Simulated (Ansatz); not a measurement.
Wavefunction ladder for CCl3NOSi, SMILES `O=C=N[Si](Cl)(Cl)Cl`

Cartesian coordinates in Å:
```
O -2.124 2.152 -0.405
C -1.406 1.247 -0.319
N -0.695 0.285 -0.253
Si 0.653 -0.638 0.131
Cl 0.266 -1.731 1.787
Cl 2.248 0.561 0.473
Cl 1.057 -1.875 -1.414
```

Total charge 0; spin multiplicity 1. The geometry is a stationary point of PBE0-D4/def2-TZVP. It is one conformer, not always the lowest. Frozen core, restricted reference, Ansatz 0.2.0. CBS rows extrapolate triple and quadruple zeta; past MP2 they add the triple-zeta difference.

```json
{"basis": "def2-SVP", "HF (Eh)": "-1834.16879", "MP2 corr.": "-0.93323"}
{"basis": "def2-TZVPP", "HF (Eh)": "-1834.95482", "MP2 corr.": "-1.23179"}
{"basis": "def2-QZVPP", "HF (Eh)": "-1835.00904", "MP2 corr.": "-1.34241"}
```

**Question.** Estimate the CCSD correlation energy and the (T) correction in each basis where they were run (hartree).

**Answer.** 
```csv
basis,CCSD corr.,(T)
def2-SVP,-0.96700,-0.03067
def2-TZVPP,-1.26916,-0.06106
CBS(def2),-1.46173,as TZ
```
